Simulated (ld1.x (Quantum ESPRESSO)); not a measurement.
tellurium (Te): excitation energies, all-electron against TM

- Element: tellurium (Te)
- Generator: ld1.x (Quantum ESPRESSO) 7.5
- Type: norm-conserving Troullier–Martins (Kleinman–Bylander form)
- Functional: LDA (PZ)
- Relativity: fully relativistic
- Frozen core: [Kr] 4d10
- Valence charge: 6
- Reference configuration: 5s2 5p4
- Partial waves: 5s (bound): rc 1.55 bohr; 5p (bound): rc 1.70 bohr; 5d channel at 0.2 Ry: rc 1.50 bohr
- Local potential: all-electron potential smoothed inside 1.70 bohr (lloc = -1)
- Core correction: none

Open shells are filled in proportion to 2j + 1 (rel_dist='average').

Energies are relative to the spin-unpolarised reference configuration 5s2 5p4; without spin polarisation the order of configurations can differ from experiment.

```
valence configuration  charge  ΔE all-electron (eV)  error AE − PS (meV)
              5s2 5p3      +1                 9.938                 +7.8
              5s2 5p2      +2                28.137                  +37
            5s2 5p4.3    -0.3                -1.523                 +0.4
              5s2 5p0      +4                92.342                 +145
              5s0 5p6       0                18.839                  +56
```

(1) What are ΔE and the potential's error for 5s1 5p5?

(2) What are ΔE and the potential's error for 5s2 5p1?

Note: ghost states, extra bound levels that the all-electron valence spectrum of the same l lacks: d3/2 at -63.4 eV, d5/2 at -58.4 eV, s at -33.5 eV. A true bound ghost makes a file unfit for plane-wave use.

Results:

(1) ΔE = 9.316 eV all-electron; the error (AE − PS) is +11 meV.

(2) ΔE = 55.399 eV all-electron; the error (AE − PS) is +88 meV.
